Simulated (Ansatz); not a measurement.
Harmonic frequencies (cm⁻¹) at PBE0-D4/def2-TZVP from Ansatz: 112, 154, 239, 317, 394, 434, 534, 631, 652, 742, 775, 832, 840, 926, 956, 992, 1073, 1086, 1196, 1244, 1386, 2209, 2220, 2668, 2962, 3088, 3122.

(1) Which molecule is it?
A. `FC[SiH2][SiH2]F`
B. `IC1CB[SiH2]1`
C. `[AlH2][O][SiH2][AlH2]`
D. `[OH][GaH][GeH3]`

## Answers

(1) B.
